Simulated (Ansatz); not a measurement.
Ansatz (an electronic-structure program) input (CCSD(T)/aug-cc-pVDZ):

Ansatz 0.2 input:
```yaml
crystal:
  periodic: [false, false, false]
  atoms:
    - {symbol: C, position_ang: [2.24262763, -0.00566667, 0.73043253]}
    - {symbol: C, position_ang: [1.09815362, -0.01679989, 0.05629366]}
    - {symbol: C, position_ang: [0.40367906, -1.29785959, -0.34622760]}
    - {symbol: C, position_ang: [-1.05031003, -1.27317105, -0.00696194]}
    - {symbol: C, position_ang: [-1.82999724, -0.02875553, -0.24675906]}
    - {symbol: C, position_ang: [-1.07008264, 1.22262835, 0.21737168]}
    - {symbol: C, position_ang: [0.36222219, 1.23479356, -0.33441142]}
    - {symbol: H, position_ang: [2.72315958, 0.92347931, 1.01274829]}
    - {symbol: H, position_ang: [2.73995314, -0.92335144, 1.02060320]}
    - {symbol: H, position_ang: [0.90007446, -2.16115611, 0.09976550]}
    - {symbol: H, position_ang: [0.51957306, -1.41040172, -1.44130895]}
    - {symbol: H, position_ang: [-1.56370876, -2.20647070, 0.18403412]}
    - {symbol: H, position_ang: [-2.03422368, 0.08031547, -1.32706362]}
    - {symbol: H, position_ang: [-2.80761766, -0.08498999, 0.23696869]}
    - {symbol: H, position_ang: [-1.02898070, 1.23544722, 1.30984975]}
    - {symbol: H, position_ang: [-1.60173557, 2.12306750, -0.09890164]}
    - {symbol: H, position_ang: [0.31361398, 1.29644264, -1.42940643]}
    - {symbol: H, position_ang: [0.90213684, 2.11660286, 0.01428380]}
basis:
  gaussian:
    orbitals: aug-cc-pVDZ
magnetization: {spin_polarized: true, initial_magnetization: 1}
correlation: {method: ccsd_t, electrons: outside_noble_gas}
output: {forces: true}
```

Output:

```
Functional definition: HF
integrals: 3.65 GiB planned
2593 factors; integrals over basis functions are off by at most 6.9e-4 eV
1.39 GiB of device memory are held for the factors and their scratch space
mean field: 2.14 GiB planned
mean field evaluation 1: about -7379.6771 eV, gradient 3.4e1 eV
mean field evaluation 2: about -7379.6816 eV, gradient 3.4e1 eV
mean field evaluation 4: about -7386.5409 eV, gradient 4.7e0 eV
mean field evaluation 8: about -7386.7160 eV, gradient 2.2e-1 eV
mean field evaluation 16: about -7385.2295 eV, gradient 1.6e1 eV
mean field evaluation 32: about -7386.7034 eV, gradient 2.3e-1 eV
mean field -7386.71772009 eV, -271.4568693161 hartree, gradient 2.9e-6 eV, S^2 0.768828; 2 other end points of the search recorded, 0 dependent functions left out
7 core orbitals not correlated
reference -7386.71772009 eV, -271.4568693161 hartree; 20, 19 occupied and 233, 234 virtual orbitals, 2593 factors
densities: 37.71 GiB planned
second order -26.51660634 eV of doubles, -0.00000000 eV of singles
coupled cluster: 26.57 GiB planned
cycle   1  -27.76722243 eV  change    -1.3e0 eV  update   1.1e-1
cycle   2  -28.50458721 eV  change   -7.4e-1 eV  update   3.5e-2
cycle   3  -28.65478873 eV  change   -1.5e-1 eV  update   1.7e-2
cycle   4  -28.65601717 eV  change   -1.2e-3 eV  update   6.1e-3
cycle   5  -28.65598874 eV  change    2.8e-5 eV  update   2.8e-3
cycle   6  -28.65595065 eV  change    3.8e-5 eV  update   1.3e-3
cycle   7  -28.65587522 eV  change    7.5e-5 eV  update   5.7e-4
cycle   8  -28.65601675 eV  change   -1.4e-4 eV  update   2.6e-4
cycle   9  -28.65600294 eV  change    1.4e-5 eV  update   1.1e-4
cycle  10  -28.65594281 eV  change    6.0e-5 eV  update   4.7e-5
cycle  11  -28.65597949 eV  change   -3.7e-5 eV  update   2.1e-5
cycle  12  -28.65598991 eV  change   -1.0e-5 eV  update   8.2e-6
cycle  13  -28.65599668 eV  change   -6.8e-6 eV  update   3.7e-6
cycle  14  -28.65599945 eV  change   -2.8e-6 eV  update   1.6e-6
cycle  15  -28.65599939 eV  change    6.4e-8 eV  update   7.5e-7
cycle  16  -28.65599917 eV  change    2.2e-7 eV  update   3.5e-7
cycle  17  -28.65599912 eV  change    5.1e-8 eV  update   1.6e-7
perturbative correction -1.08742987 eV, -0.0399623105 hartree
the calculation of the forces begins
1.39 GiB of device memory are held for the factors and their scratch space
Total energy: -7416.46114907 eV, -272.5499201704 hartree
Atom 0 at     2.242628    -0.005667     0.730433 Å, force     0.983414     0.013588     0.586622 eV/Å
Atom 1 at     1.098154    -0.016800     0.056294 Å, force    -1.014488    -0.059413    -0.504943 eV/Å
Atom 2 at     0.403679    -1.297860    -0.346228 Å, force     0.155481    -0.036322    -0.186598 eV/Å
Atom 3 at    -1.050310    -1.273171    -0.006962 Å, force     0.009776    -0.080899     0.290058 eV/Å
Atom 4 at    -1.829997    -0.028756    -0.246759 Å, force    -0.066682     0.229288    -0.119820 eV/Å
Atom 5 at    -1.070083     1.222628     0.217372 Å, force     0.049881    -0.085462    -0.006044 eV/Å
Atom 6 at     0.362222     1.234794    -0.334411 Å, force    -0.107054     0.057280    -0.069522 eV/Å
Atom 7 at     2.723160     0.923479     1.012748 Å, force     0.225361     0.445636     0.129446 eV/Å
Atom 8 at     2.739953    -0.923351     1.020603 Å, force     0.233581    -0.441593     0.136273 eV/Å
Atom 9 at     0.900074    -2.161156     0.099765 Å, force     0.216724    -0.376103     0.224579 eV/Å
Atom 10 at     0.519573    -1.410402    -1.441309 Å, force     0.040012    -0.025694    -0.415743 eV/Å
Atom 11 at    -1.563709    -2.206471     0.184034 Å, force    -0.259980    -0.464339     0.080548 eV/Å
Atom 12 at    -2.034224     0.080315    -1.327064 Å, force    -0.061197     0.046293    -0.429159 eV/Å
Atom 13 at    -2.807618    -0.084990     0.236969 Å, force    -0.417323    -0.026796     0.228800 eV/Å
Atom 14 at    -1.028981     1.235447     1.309850 Å, force     0.027814    -0.007123     0.501899 eV/Å
Atom 15 at    -1.601736     2.123067    -0.098902 Å, force    -0.241503     0.399869    -0.149582 eV/Å
Atom 16 at     0.313614     1.296443    -1.429406 Å, force    -0.023572     0.009988    -0.474650 eV/Å
Atom 17 at     0.902137     2.116603     0.014284 Å, force     0.249754     0.401805     0.177836 eV/Å
Dipole moment:    -0.100708     0.021798    -0.079143 e Å
```

It need not be the lowest isomer of its formula.
